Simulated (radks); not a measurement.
Isoelectronic series with 8 electrons, each ion in its NIST ground configuration. Calculated with a radial shooting solver on a logarithmic mesh with Libxc functionals: scalar-relativistic Kohn-Sham, BLYP, spin-unpolarised, spherical densities, finite nucleus; Fermi nuclear charge, rms radius of each element as measured or else 0.836 A^(1/3) + 0.57 fm. Total energies (hartree) and orbital eigenvalues (hartree):

ion,configuration,E (hartree),2p,2s
O,[He] 2s2 2p4,-75.08045,-0.33160,-0.87578
F+,[He] 2s2 2p4,-99.12399,-1.04083,-1.73645
Ne2+,[He] 2s2 2p4,-126.70254,-2.01606,-2.86623
Mg4+,[He] 2s2 2p4,-192.45534,-4.73767,-5.90272
Al5+,[He] 2s2 2p4,-230.63406,-6.47965,-7.80484
Si6+,[He] 2s2 2p4,-272.35342,-8.47454,-9.96188
P7+,[He] 2s2 2p4,-317.61907,-10.72198,-12.37376
S8+,[He] 2s2 2p4,-366.43745,-13.22182,-15.04066
Cl9+,[He] 2s2 2p4,-418.81573,-15.97404,-17.96293
Ar10+,[He] 2s2 2p4,-474.76176,-18.97873,-21.14110
K11+,[He] 2s2 2p4,-534.28402,-22.23603,-24.57576
Ca12+,[He] 2s2 2p4,-597.39158,-25.74617,-28.26762
Sc13+,[He] 2s2 2p4,-664.09414,-29.50940,-32.21748
Ti14+,[He] 2s2 2p4,-734.40204,-33.52603,-36.42619
V15+,[He] 2s2 2p4,-808.32625,-37.79638,-40.89469
Cr16+,[He] 2s2 2p4,-885.87823,-42.32085,-45.62400
Mn17+,[He] 2s2 2p4,-967.07014,-47.09981,-50.61517
